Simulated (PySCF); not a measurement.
C3H4BrF, SMILES FC1(Br)CC1.

Geometry: B3LYP-D3(BJ)/def2-SVP.

The numbers are results of B3LYP-D3(BJ)/def2-SVP (PySCF 2.14.0), not measurements.

Frequencies are harmonic and unscaled.

```json
[
 {"mode": "1", "ν (cm⁻¹)": "263", "IR (km/mol)": "0.8", "Raman (Å⁴/amu)": "2.2", "depolarisation": "0.35", "moving atoms (share of kinetic energy)": "C 48 %, H 20 %, Br 17 %, F 14 %"},
 {"mode": "2", "ν (cm⁻¹)": "284", "IR (km/mol)": "0.2", "Raman (Å⁴/amu)": "1.4", "depolarisation": "0.75", "moving atoms (share of kinetic energy)": "C 48 %, H 41 %"},
 {"mode": "3", "ν (cm⁻¹)": "317", "IR (km/mol)": "0.3", "Raman (Å⁴/amu)": "3.5", "depolarisation": "0.39", "moving atoms (share of kinetic energy)": "F 64 %, Br 26 %, C 9 %"},
 {"mode": "4", "ν (cm⁻¹)": "461", "IR (km/mol)": "0.6", "Raman (Å⁴/amu)": "3.0", "depolarisation": "0.75", "moving atoms (share of kinetic energy)": "C 59 %, H 22 %, F 18 %"},
 {"mode": "5", "ν (cm⁻¹)": "498", "IR (km/mol)": "26.9", "Raman (Å⁴/amu)": "11.3", "depolarisation": "0.30", "moving atoms (share of kinetic energy)": "C 48 %, H 21 %, F 21 %, Br 9 %"},
 {"mode": "6", "ν (cm⁻¹)": "755", "IR (km/mol)": "2.7", "Raman (Å⁴/amu)": "1.9", "depolarisation": "0.75", "moving atoms (share of kinetic energy)": "H 96 %"},
 {"mode": "7", "ν (cm⁻¹)": "827", "IR (km/mol)": "44.7", "Raman (Å⁴/amu)": "9.8", "depolarisation": "0.53", "moving atoms (share of kinetic energy)": "C 59 %, H 25 %, F 15 %"},
 {"mode": "8", "ν (cm⁻¹)": "889", "IR (km/mol)": "0.1", "Raman (Å⁴/amu)": "0.5", "depolarisation": "0.75", "moving atoms (share of kinetic energy)": "H 80 %, C 19 %"},
 {"mode": "9", "ν (cm⁻¹)": "978", "IR (km/mol)": "10.4", "Raman (Å⁴/amu)": "9.6", "depolarisation": "0.18", "moving atoms (share of kinetic energy)": "H 44 %, C 38 %, F 18 %"},
 {"mode": "10", "ν (cm⁻¹)": "1017", "IR (km/mol)": "29.4", "Raman (Å⁴/amu)": "4.9", "depolarisation": "0.75", "moving atoms (share of kinetic energy)": "C 78 %, H 22 %"},
 {"mode": "11", "ν (cm⁻¹)": "1044", "IR (km/mol)": "34.9", "Raman (Å⁴/amu)": "2.7", "depolarisation": "0.03", "moving atoms (share of kinetic energy)": "H 67 %, C 31 %"},
 {"mode": "12", "ν (cm⁻¹)": "1078", "IR (km/mol)": "1.7", "Raman (Å⁴/amu)": "1.7", "depolarisation": "0.75", "moving atoms (share of kinetic energy)": "H 54 %, C 46 %"},
 {"mode": "13", "ν (cm⁻¹)": "1163", "IR (km/mol)": "0.1", "Raman (Å⁴/amu)": "5.3", "depolarisation": "0.75", "moving atoms (share of kinetic energy)": "H 78 %, C 22 %"},
 {"mode": "14", "ν (cm⁻¹)": "1199", "IR (km/mol)": "114.5", "Raman (Å⁴/amu)": "2.8", "depolarisation": "0.51", "moving atoms (share of kinetic energy)": "C 62 %, H 33 %"},
 {"mode": "15", "ν (cm⁻¹)": "1329", "IR (km/mol)": "50.9", "Raman (Å⁴/amu)": "12.9", "depolarisation": "0.21", "moving atoms (share of kinetic energy)": "C 54 %, H 40 %"},
 {"mode": "16", "ν (cm⁻¹)": "1415", "IR (km/mol)": "6.5", "Raman (Å⁴/amu)": "9.9", "depolarisation": "0.75", "moving atoms (share of kinetic energy)": "H 91 %, C 9 %"},
 {"mode": "17", "ν (cm⁻¹)": "1480", "IR (km/mol)": "39.6", "Raman (Å⁴/amu)": "3.8", "depolarisation": "0.68", "moving atoms (share of kinetic energy)": "H 53 %, C 46 %"},
 {"mode": "18", "ν (cm⁻¹)": "3134", "IR (km/mol)": "2.1", "Raman (Å⁴/amu)": "32.9", "depolarisation": "0.75", "moving atoms (share of kinetic energy)": "H 95 %"},
 {"mode": "19", "ν (cm⁻¹)": "3135", "IR (km/mol)": "0.2", "Raman (Å⁴/amu)": "191.6", "depolarisation": "0.04", "moving atoms (share of kinetic energy)": "H 95 %"},
 {"mode": "20", "ν (cm⁻¹)": "3233", "IR (km/mol)": "0.0", "Raman (Å⁴/amu)": "86.9", "depolarisation": "0.75", "moving atoms (share of kinetic energy)": "H 89 %, C 11 %"},
 {"mode": "21", "ν (cm⁻¹)": "3240", "IR (km/mol)": "0.1", "Raman (Å⁴/amu)": "39.4", "depolarisation": "0.73", "moving atoms (share of kinetic energy)": "H 89 %, C 11 %"}
]
```
